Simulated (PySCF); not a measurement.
BH3N, charge +1, multiplicity 1. Atoms are numbered in the order given.

```xyz
5

B      0.0000     0.0000     0.7861
N      0.0000     0.0000    -0.5289
H      0.0000     0.0000     1.9563
H      0.0000    -0.8529    -1.0922
H      0.0000     0.8529    -1.0922
```
Charge +1, spin multiplicity 1.

Coordinates come from a TPSSh-D3(BJ)/def2-TZVP optimisation. The spin state was assumed, not searched. The isomer is the one that the SMILES or the coordinates give; other isomers of the formula were not compared.

Calculation: PySCF with TPSSh-D3(BJ)/def2-TZVP.

Harmonic, unscaled wavenumbers; measured fundamentals usually lie a few per cent lower.

| mode | ν (cm⁻¹) | IR (km/mol) | Raman (Å⁴/amu) | depolarisation | moving atoms (share of kinetic energy) |
|---|---|---|---|---|---|
| 1 | 573 | 1.8 | 0.2 | 0.75 | H 94 % |
| 2 | 671 | 233.3 | 0.3 | 0.75 | H 74 %, N 22 % |
| 3 | 749 | 0.1 | 0.5 | 0.75 | H 77 %, B 21 % |
| 4 | 928 | 71.2 | 0.1 | 0.75 | H 61 %, B 25 %, N 14 % |
| 5 | 1456 | 0.0 | 21.8 | 0.25 | H 65 %, B 28 % |
| 6 | 1607 | 250.0 | 11.1 | 0.01 | H 42 %, N 38 %, B 20 % |
| 7 | 2885 | 5.8 | 41.5 | 0.09 | H 86 %, B 13 % |
| 8 | 3440 | 279.2 | 69.2 | 0.08 | H 95 % |
| 9 | 3505 | 256.1 | 27.7 | 0.75 | H 91 %, N 9 % |
